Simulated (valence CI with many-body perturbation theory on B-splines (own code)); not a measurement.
How close is CI+MBPT for N2+?

Level of theory: configuration interaction combined with many-body perturbation theory (CI+MBPT): three valence electrons over a frozen Dirac-Fock core [He], radial functions for each j: 11 s, 11 p, 10 d, 8 f, 5 g, 2 h, with the one-electron correlation potential Σ1, the two-electron term Σ2, the three-electron term Σ3, Breit, model QED; selected CI, second order for the rest, scaled by the run's own slope (own B-spline code, finite nucleus).

Set against measurement, 67 paired levels are off by 82 cm⁻¹ on average, the worst by 204. These come from a selection out of Moore, Selected Tables of Atomic Spectra, NSRDS-NBS 3, section 5. Levels without a partner in it may be off by more.

Measured levels: Moore, Selected Tables of Atomic Spectra, NSRDS-NBS 3, section 5. Pairs share parity and J, and are chosen by configuration, term and nearness in energy; levels without a clear partner are left out. Energies in cm⁻¹ above the measured ground level.

Letters in brackets count levels of one name in rising energy.

```csv
Computed label,Label in the source,Measured,Computed,Difference
2s²2p ²P°_1/2,2s2 2p 2P°,0,0.0,0
2s²2p ²P°_3/2,2s2 2p 2P°,174.4,174.1,0
2s2p² ⁴P_3/2,2s 2p2 4P,57246.8,57156.5,-90
2s2p² ⁴P_5/2,2s 2p2 4P,57327.9,57237.2,-91
2s2p² ²D_5/2,2s 2p2 2D,101023.9,101112.6,+89
2s2p² ²D_3/2,2s 2p2 2D,101030.6,101119.2,+89
2s2p² ²S_1/2,2s 2p2 2S,131004.3,131208.0,+204
2s2p² ²P_1/2,2s 2p2 2P,145875.7,146059.8,+184
2s2p² ²P_3/2,2s 2p2 2P,145985.8,146168.4,+183
2p³ ⁴S°_3/2,2p3 4S°,186797.1,186796.6,-1
2p³ ²D°_5/2,2p3 2D°,203074.6,203154.8,+80
2p³ ²D°_3/2,2p3 2D°,203088.9,203171.1,+82
2s²3s ²S_1/2,2s2 3s 2S,221302.2,221228.1,-74
2p³ ²P°_1/2,2p3 2P°,230404.3,230589.0,+185
2p³ ²P°_3/2,2p3 2P°,230408.6,230592.5,+184
2s²3p ²P°_1/2,2s2 3p 2P°,245665.4,245580.3,-85
2s²3p ²P°_3/2,2s2 3p 2P°,245701.3,245616.3,-85
2s²3d ²D_3/2,2s2 3d 2D,267238.4,267193.1,-45
2s²3d ²D_5/2,2s2 3d 2D,267244,267199.1,-45
2s2p3s ⁴P°_1/2,2s 2p(3P°) 3s 4P°,287529.4,287427.9,-101
2s2p3s ⁴P°_3/2,2s 2p(3P°) 3s 4P°,287591.5,287490.6,-101
2s2p3s ⁴P°_5/2,2s 2p(3P°) 3s 4P°,287706.9,287606.2,-101
2s2p3s ²P°_1/2 [a],2s 2p(3P°) 3s 2P°,297151.2,297086.8,-64
2s2p3s ²P°_3/2 [a],2s 2p(3P°) 3s 2P°,297264.4,297200.4,-64
2s²4s ²S_1/2,2s2 4s 2S,301082.6,300958.2,-124
2s2p3p ²P_1/2,2s 2p(3P°) 3p 2P,309131.2,309040.7,-90
2s2p3p ²P_3/2,2s 2p(3P°) 3p 2P,309185.2,309094.9,-90
2s2p3p ⁴D_1/2,2s 2p(3P°) 3p 4D,309656.2,309563.4,-93
2s2p3p ⁴D_3/2,2s 2p(3P°) 3p 4D,309691.8,309599.2,-93
2s2p3p ⁴D_5/2,2s 2p(3P°) 3p 4D,309753.5,309661.5,-92
2s2p3p ⁴D_7/2,2s 2p(3P°) 3p 4D,309849.8,309758.3,-92
2s²4p ²P°_1/2,2s2 4p 2P°,311690.3,311573.9,-116
2s²4p ²P°_3/2,2s2 4p 2P°,311715.2,311598.8,-116
2s2p3p ⁴S_3/2,2s 2p(3P°) 3p 4S,314217.3,314126.5,-91
2s2p3p ⁴P_3/2,2s 2p(3P°) 3p 4P,317336.2,317214.4,-122
2s2p3p ⁴P_5/2,2s 2p(3P°) 3p 4P,317395.2,317273.2,-122
2s²4d ²D_3/2,2s2 4d 2D,317747.7,317662.4,-85
2s²4d ²D_5/2,2s2 4d 2D,317779.5,317693.9,-86
2s²4f ²F°_5/2,2s2 4f 2F°,320287.2,320288.7,+1
2s²4f ²F°_7/2,2s2 4f 2F°,320288.3,320289.2,+1
2s2p3p ²D_3/2,2s 2p(3P°) 3p 2D,320978.2,320925.2,-53
2s2p3p ²D_5/2,2s 2p(3P°) 3p 2D,321066.8,321013.5,-53
2s2p3p ²S_1/2,2s 2p(3P°) 3p 2S,327058,327063.0,+5
2s2p3d ⁴F°_5/2,2s 2p(3P°) 3d 4F°,330266.5,330214.7,-52
2s2p3d ⁴F°_7/2,2s 2p(3P°) 3d 4F°,330318.5,330266.8,-52
2s2p3d ⁴F°_9/2,2s 2p(3P°) 3d 4F°,330389.9,330338.2,-52
2s2p3d ⁴D°_1/2,2s 2p(3P°) 3d 4D°,332791.3,332694.0,-97
2s2p3d ⁴D°_3/2,2s 2p(3P°) 3d 4D°,332804.4,332707.5,-97
2s2p3d ⁴D°_5/2,2s 2p(3P°) 3d 4D°,332826,332729.2,-97
2s2p3d ⁴D°_7/2,2s 2p(3P°) 3d 4D°,332854,332757.5,-96
2s²5s ²S_1/2,2s2 5s 2S,333712,333611.2,-101
2s2p3d ⁴P°_5/2,2s 2p(3P°) 3d 4P°,336206.9,336122.9,-84
2s2p3d ⁴P°_3/2,2s 2p(3P°) 3d 4P°,336261.6,336177.3,-84
2s2p3d ⁴P°_1/2,2s 2p(3P°) 3d 4P°,336296.6,336212.3,-84
2s²5p ²P°_1/2,2s2 5p 2P°,338153.9,338042.6,-111
2s²5p ²P°_3/2,2s2 5p 2P°,338162.1,338051.2,-111
2s2p3d ²F°_5/2,2s 2p(3P°) 3d 2F°,339744.6,339745.6,+1
2s2p3d ²F°_7/2,2s 2p(3P°) 3d 2F°,339855.5,339856.1,+1
2s²5d ²D_3/2,2s2 5d 2D,341947.7,341839.9,-108
2s²5d ²D_5/2,2s2 5d 2D,341948.8,341841.1,-108
```

The table shows the lowest 60 pairs. Over 67 excited levels the mean absolute difference is 82 cm⁻¹, the median 89 and the largest 204. The comparison draws on a selection of the measured levels: 68 of the 87 computed ones have a partner in it, and others may be off by more.
